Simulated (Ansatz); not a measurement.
Gas-phase electronic energies from Ansatz, PBE0-D4/def2-TZVP geometries. CCSD(T)/CBS is the MP2 limit (def2-TZVPP, def2-QZVPP) plus CCSD(T) − MP2 in def2-TZVPP, frozen cores. Functionals use def2-TZVPP. def2 core potentials past Kr. For Mo outer-core shells are correlated without core-valence functions, which leaves a few kJ/mol of doubt a bond. One conformer a species, not always the lowest.

Reaction (formal exchange of groups at a Mo–Cl bond): `[O]=[Mo](=[S])([Cl])[Cl]` + `OC1=CCO1` → `[O]=[Mo]([OH])(=[S])[Cl]` + `ClC1=CCO1`

| level | ΔE (eV) |
| --- | --- |
| PBE-D4 | 0.44 |
| PBE-QIDH | 0.60 |
| BLYP | 0.40 |
| SCS-MP2/def2-TZVPP | 0.58 |

Problem. What does CCSD(T)/CBS give? (Estimate.)

Solution. Ansatz gave: +0.49 eV. The listed levels differ from it by -0.05, 0.11, -0.09, 0.09 eV.

Largest T1 diagnostic among the species: 0.024, so the coupled-cluster value is less sure than usual.

From BLYP to BHLYP (50 % exact exchange), in def2-TZVPP and without D4, ΔE moves by +0.15 eV. At CCSD(T), def2-SVP lies +0.10 eV from the extrapolated value and def2-TZVPP −0.01 eV.
